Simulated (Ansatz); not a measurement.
A nudged elastic band was laid between two geometries of AlCl2FH4OSi (10 atoms, charge 0, multiplicity 1).

Level of theory: RKS B3LYP-D4/def2-SVP in Ansatz 0.2.0.

| Property | Result |
| --- | --- |
| movable images | 9 |
| climbing image | yes |
| spring | 5.0 eV/Å² |
| optimiser | quadratic models (default) |
| start path | through a guess of the saddle point |
| force threshold | 0.03 eV/Å |
| iteration limit | 60 |
| end points | relaxed |

First end point:

```xyz
10
Properties=species:S:1:pos:R:3
Al -0.018 -0.071 0.129
F 0.141 0.488 1.703
Cl 1.594 0.281 -1.183
Cl -1.965 -0.047 -0.723
O 0.083 -1.926 0.640
Si -0.721 -3.284 -0.100
H 0.045 -4.472 0.352
H -2.122 -3.335 0.377
H -0.594 -3.041 -1.550
H 0.293 -1.962 1.589
```

Last end point:

```xyz
10
Properties=species:S:1:pos:R:3
Al -0.025 -0.067 0.131
F 0.435 0.434 1.663
Cl 1.514 -0.679 -1.201
Cl -1.697 0.887 -0.727
O -0.628 -1.797 0.734
Si -0.560 -3.313 -0.122
H 0.809 -3.867 -0.019
H -1.543 -4.183 0.571
H -0.967 -2.978 -1.500
H -0.602 -1.804 1.705
```

(1) Which bonds break or form, and what moves?

(2) Give the energies along the band, and the barrier.

(3) What is the geometry of the highest image?

## Answers

(1) No bond is made or broken.  The two ends are copies of one structure, up to a mirror image or an exchange of like atoms.

(2) It converged. The highest image is number 5 of 0 to 10, 0.015 eV above the ends, which have the same energy within 2 meV. A vibrational analysis at the climbing image gives no mode beyond 40i cm⁻¹: the surface is too flat there to confirm a saddle point.

| image | path coordinate (Å) | energy (eV) |
| --- | --- | --- |
| 0 | 0.00 | 0.000 |
| 1 | 0.25 | 0.002 |
| 2 | 0.50 | 0.006 |
| 3 | 0.75 | 0.011 |
| 4 | 1.00 | 0.014 |
| 5 | 1.25 | 0.015 |
| 6 | 1.50 | 0.014 |
| 7 | 1.75 | 0.010 |
| 8 | 2.00 | 0.006 |
| 9 | 2.25 | 0.002 |
| 10 | 2.50 | 0.000 |

(3) 
```xyz
10
Properties=species:S:1:pos:R:3
Al 0.008 -0.063 0.091
F 0.351 0.574 1.603
Cl 1.621 -0.315 -1.254
Cl -1.872 0.399 -0.762
O -0.262 -1.848 0.764
Si -0.672 -3.307 -0.082
H 0.428 -4.273 0.148
H -1.948 -3.801 0.489
H -0.790 -2.879 -1.489
H -0.126 -1.853 1.726
```

The run took 7.4 min on 4 threads of Arm Neoverse V2 (shared host), peak memory 0.32 GiB.
